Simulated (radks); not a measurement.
The mercury ion Hg+ inside a hard spherical wall (all orbitals vanish at R), configuration held at [Xe] 4f14 5d10 6s1 and not refilled when levels cross. Calculated with a radial shooting solver on a logarithmic mesh with Libxc functionals: scalar-relativistic Kohn-Sham, PBE, spin-polarised, spherical densities, finite nucleus; open shells are filled with parallel spins first (spin-orbit coupling, left out, can overturn this in heavy ions); Fermi nuclear charge, rms radius 5.4648 fm. Eigenvalues in eV for spin up, with the zero of energy where the potential of the charges vanishes at infinity; a dash marks a level that is unbound or too diffuse for the functional's potential to be trusted. A positive occupied level is held by the wall or, in an anion where self-interaction has pushed it up, behind a barrier. The pressure on the wall is -dE/dV.

R (bohr) = free: E (hartree) -19617.5895; kinetic (hartree) 22008.255; e(4f) -104.93; e(5p) -75.635; e(5d) -18.985; e(6s) -15.086; e(6p, empty) -7.771; e(7s, empty) -; pressure (GPa) 0
R (bohr) = 15: E (hartree) -19617.5895; kinetic (hartree) 22008.255; e(4f) -104.93; e(5p) -75.635; e(5d) -18.985; e(6s) -15.086; e(6p, empty) -7.771; e(7s, empty) -; pressure (GPa) < 0.0001
R (bohr) = 12: E (hartree) -19617.5895; kinetic (hartree) 22008.255; e(4f) -104.93; e(5p) -75.635; e(5d) -18.985; e(6s) -15.086; e(6p, empty) -7.771; e(7s, empty) -3.558; pressure (GPa) < 0.0001
R (bohr) = 8: E (hartree) -19617.5894; kinetic (hartree) 22008.257; e(4f) -104.92; e(5p) -75.628; e(5d) -18.978; e(6s) -15.079; e(6p, empty) -7.693; e(7s, empty) -2.042; pressure (GPa) 0.00784
R (bohr) = 6: E (hartree) -19617.5851; kinetic (hartree) 22008.301; e(4f) -104.77; e(5p) -75.481; e(5d) -18.844; e(6s) -14.901; e(6p, empty) -7.007; e(7s, empty) 3.076; pressure (GPa) 0.510
R (bohr) = 4: E (hartree) -19617.4305; kinetic (hartree) 22009.304; e(4f) -102.19; e(5p) -73.126; e(5d) -16.682; e(6s) -11.469; e(6p, empty) -0.397; e(7s, empty) 30.102; pressure (GPa) 43.1
R (bohr) = 3: E (hartree) -19616.4808; kinetic (hartree) 22014.087; e(4f) -93.589; e(5p) -65.858; e(5d) -9.392; e(6s) 1.809; e(6p, empty) 19.372; e(7s, empty) 87.900; pressure (GPa) 594
R (bohr) = 2.5: E (hartree) -19614.3252; kinetic (hartree) 22023.754; e(4f) -81.259; e(5p) -55.978; e(5d) 1.779; e(6s) 24.513; e(6p, empty) 49.859; e(7s, empty) 162.55; pressure (GPa) 2780
R (bohr) = 1.5: E (hartree) -19570.9895; kinetic (hartree) 22186.902; e(4f) 19.066; e(5p) 40.260; e(5d) 122.32; e(6s) 297.97; e(6p, empty) 365.54; e(7s, empty) 788.68; pressure (GPa) 154000
